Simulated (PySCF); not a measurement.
**KF at RHF-MP2**

Computed with RHF-MP2; PySCF, spin-free X2C with a Gaussian nucleus, basis sets K x2c-SVPall, F x2c-SVPall.

- state: ¹Σ⁺ (singlet), closed shell
- bond length: 2.165 Å
- harmonic wavenumber: 486 cm⁻¹
- force constant: 1.78 mdyn/Å
- rotational constant Be: 0.2816 cm⁻¹
- anharmonicity ωexe: 2.86 cm⁻¹
- vibration–rotation constant αe: 0.00226 cm⁻¹
- well depth De to K + F: 4.40 eV
- dissociation energy D0: 4.37 eV

Correlated steps freeze 6 core orbitals. Correlated levels converge slowly with the basis: in double zeta they bind strong bonds too weakly, by up to about 1 eV, and carry superposition errors of some tenths. Where the molecule has an RHF reference, its open-shell atoms are computed with UHF.
